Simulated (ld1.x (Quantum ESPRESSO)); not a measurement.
**Logarithmic derivatives: antimony (Sb), ultrasoft**

```
Element                 : Sb (Z = 51)
Generator               : ld1.x (Quantum ESPRESSO) 7.5
Type                    : ultrasoft
Functional              : PBE
Relativity              : scalar-relativistic
Frozen core             : [Kr]
Valence charge          : 15
Reference configuration : 4d10 5s2 5p3
Partial waves           : 5s (bound): rcut 1.70, rcutus 2.05 bohr; 5s channel at 0.5 Ry: rcut 1.70, rcutus 2.05 bohr; 5p (bound): rcut 1.65, rcutus 1.80 bohr; 5p channel at 2.05 Ry: rcut 1.65, rcutus 1.80 bohr; 4d (bound): rcut 0.80, rcutus 1.05 bohr; 4d channel at -1.85 Ry: rcut 0.80, rcutus 1.05 bohr
Local potential         : all-electron potential smoothed inside 1.55 bohr (lloc = -1)
Core correction         : Bessel-smoothed model core inside 0.60 bohr
Augmentation charge     : PSQ, radius 0.60 bohr
```

The phase is arctan(r·u′/u) with u = r·R(r), unwrapped; energies in Ry, scanned from -4 to 5 Ry. A pole is an energy at which the radial function vanishes at the test radius. The pseudo phase is shifted by a multiple of π to meet the all-electron one at the reference energy, and phase errors are pseudo minus all-electron; the curves can meet again beyond the range given. Levels narrower than the energy grid can be missing from the lists of poles. Where the grid stepped over a known ghost or core level, its pole and its step of π were put in at the level’s energy.

```
channel  radius (bohr)  reference energy (Ry)  poles, all-electron  poles, pseudo  unbroken range about the reference energy with phases within 0.05 rad  phase error 1 Ry above the reference energy (rad)
      s           2.25                  -0.94                 1.46    -3.04, 1.46                                                             above -3.0                                             +0.000
      p           2.25                  -0.35                 3.07    -2.72, 3.08                                                             above -2.6                                             +0.000
      d           2.25                  -2.46                -2.32          -2.32                                                        the whole range                                             -0.000
```

Note: ghost states, extra bound levels that the all-electron valence spectrum of the same l lacks: s at -41.4 eV, p at -36.4 eV. A true bound ghost makes a file unfit for plane-wave use.

Phases in the d channel:

| E (Ry) | all-electron | pseudo |
| --- | --- | --- |
| -4.00 | 1.323 | 1.322 |
| -3.52 | 1.288 | 1.288 |
| -3.04 | 1.206 | 1.206 |
| -2.56 | -0.430 | -0.431 |
| -2.08 | -1.702 | -1.702 |
| -1.60 | -1.790 | -1.790 |
| -1.12 | -1.842 | -1.842 |
| -0.64 | -1.895 | -1.895 |
| -0.16 | -1.960 | -1.960 |
| 0.32 | -2.054 | -2.055 |
| 0.80 | -2.211 | -2.212 |
| 1.28 | -2.510 | -2.512 |
| 1.76 | -3.100 | -3.106 |
| 2.24 | -3.794 | -3.799 |
| 2.72 | -4.191 | -4.194 |
| 3.20 | -4.389 | -4.391 |
| 3.68 | -4.501 | -4.502 |
| 4.16 | -4.573 | -4.574 |
| 4.64 | -4.624 | -4.625 |
